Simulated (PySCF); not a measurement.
# How methods differ on the interval between two levels of Hg⁺

Hg⁺ [Xe] 4f14 5d10 6s1 [2S1/2, M_J = 1/2] → Hg⁺ [Xe] 4f14 5d9 6s2 [2D5/2, M_J = 5/2], as a difference of total energies. Calculation: PySCF 2.14, in x2c-TZVPall-2c with one added diffuse shell each of s, p, d type (12s12p11d2f, 117 functions); the two-component X2C-1e Hamiltonian. Correlated levels: [Kr] 4d10 4f14 frozen; the 34 highest virtual spinors dropped. "Screened" scales the spin-orbit matrix elements by Boettger's factors to mimic the two-electron term; Breit and QED terms are absent.

| method | interval between two levels (cm⁻¹) |
| --- | --- |
| GHF (screened spin-orbit) | 39292 |
| GMP2 (screened spin-orbit) | 35774 |

Errors of the correlated levels include the incompleteness of this basis and the frozen core.

For comparison: 35515 cm⁻¹ (measured; NIST Handbook of Basic Atomic Spectroscopic Data (Sansonetti and Martin, J. Phys. Chem. Ref. Data 34, 1559 (2005))).
